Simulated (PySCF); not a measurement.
The same groups moved round the core (propene boryl). Gas-phase values, no solvent. One relaxed conformer stands for each flexible species; it need not be the lowest. Strings in code marks are SMILES.

Computed with PBE-D3(BJ)/def2-TZVP // PBE0-D4/def2-TZVP (PySCF 2.14.0). Excitations are Tamm–Dancoff values on a coarser integration grid. The basis has no diffuse functions, so Rydberg states are missing or too high.

```tsv
species	HOMO–LUMO gap (eV)	HOMO (eV)	S1 excitation (TDA) (eV)
`BC(=C)C`	3.98	-6.91	?
`B/C=C/C`	?	-6.96	4.85
`C(/C)=C/B`	4.02	-6.91	4.61
`BCC=C`	?	-6.15	3.86
```

Complete the blanks.


- `BC(=C)C`, S1 excitation (TDA) (eV): 4.83
- `B/C=C/C`, HOMO–LUMO gap (eV): 4.21
- `BCC=C`, HOMO–LUMO gap (eV): 3.78
